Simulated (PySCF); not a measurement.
C2H8O2Si, SMILES O[SiH2][C@H](C)O.

Coordinates come from a PBE0-D3(BJ)/def2-SVP optimisation. The structure was generated by enumeration; whether it is a known compound was not checked. One conformer was computed; it need not be the lowest.

Two levels are set side by side: PBE/def2-TZVP (PySCF) and M06-2X/def2-TZVP (PySCF). Same geometry, gas phase. Differences are taken from unrounded values.

```
quantity                     M06-2X
---------------------------  ------
orbital gap (eV)               9.88
highest occupied level (eV)   -8.82
lowest empty level (eV)        1.07
dipole moment (D)              2.32
mean polarisability (bohr³)    57.2
```

Task: What does PBE give, and how far is it from M06-2X? (Estimate from the structure and the level; the computed values follow.)

Result: 
```csv
quantity,PBE,PBE minus M06-2X
orbital gap (eV),5.52,-4.37
highest occupied level (eV),-6.04,2.78
lowest empty level (eV),-0.52,-1.59
dipole moment (D),2.22,-0.09
mean polarisability (bohr³),61.0,3.7
```

PBE's occupied levels lie high since its potential decays too fast outside the molecule; exact exchange lowers them and widens the gap. PBE's more diffuse valence density responds more strongly to a field. Differences between two approximate levels are no errors against the true value.

Rough cost on one machine, each run with all the roots and properties that it gave: M06-2X against PBE about 4 times.
